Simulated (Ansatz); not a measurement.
`F[BH][AlH][F]` + HBr → `[F][AlH][Br]` + `BF` at 298.15 K and 1 bar (cleavage of the Al–B bond).

Computed with Ansatz on PBE0-D4/def2-TZVP structures; ΔE is electronic, products minus reactants. CBS: MP2 limit from def2 TZ/QZ plus the TZ coupled-cluster correction, frozen cores. This one scheme is used for every species. For Br outer-core shells are correlated without core-valence functions, which leaves a few kJ/mol of doubt a bond. Scalar relativity is left out up to krypton. One conformer a species, not always the lowest.

```json
{"species": "`F[BH][AlH][F]`", "CCSD(T)/CBS energy (Eh)": "-467.68823", "H − E (kJ/mol)": "80.0", "S (J/(mol·K))": "323.3"}
{"species": "HBr", "CCSD(T)/CBS energy (Eh)": "-2573.91920", "H − E (kJ/mol)": "24.6", "S (J/(mol·K))": "198.6"}
{"species": "`[F][AlH][Br]`", "CCSD(T)/CBS energy (Eh)": "-2915.86674", "H − E (kJ/mol)": "40.8", "S (J/(mol·K))": "294.2"}
{"species": "`BF`", "CCSD(T)/CBS energy (Eh)": "-125.82039", "H − E (kJ/mol)": "69.3", "S (J/(mol·K))": "222.5"}
```

H − E and S are ideal-gas, rigid-rotor, harmonic terms from PBE0-D4/def2-TZVP, for one conformer and one mirror image of each species. 1 Eh = 2625.50 kJ/mol, R = 8.31446 J/(mol·K).

Question: By hand: ΔE, ΔH, ΔS and ΔG.

Answer: ΔE = (-2915.86674) + (-125.82039) − (-467.68823) − (-2573.91920) = -0.07970 Eh = -209.3 kJ/mol. Δ(H − E) = 40.8 + 69.3 − 80.0 − 24.6 = 5.5, so ΔH = -203.8 kJ/mol. ΔS = 294.2 + 222.5 − 323.3 − 198.6 = -5.2 J/(mol·K). ΔG = -203.8 − 298.15 × (-5.2)/1000 = -202.2 kJ/mol.

Question: By hand: the equilibrium constant, and the temperature at which ΔG would vanish if ΔH and ΔS stayed fixed.

Answer: log₁₀ K = −ΔG/(RT ln 10) = 35.4. ΔG = 0 at ΔH/ΔS = 39192 K, far beyond where these terms or the molecules hold.

The number of gas molecules stays the same, so ΔS is small and ΔH decides. A doubt of 5 kJ/mol in ΔE shifts log₁₀ K by 0.9 here. Other conformers and mirror images would add mixing entropy, several J/(mol·K) or more a flexible species. Modes under 60 cm⁻¹, often nearly free rotors, make the harmonic entropy too high. These are equilibria of isolated gas molecules and say nothing of rates. Largest T1 diagnostic: 0.014 (customary marks: 0.02 for closed shells, 0.045 for open ones).
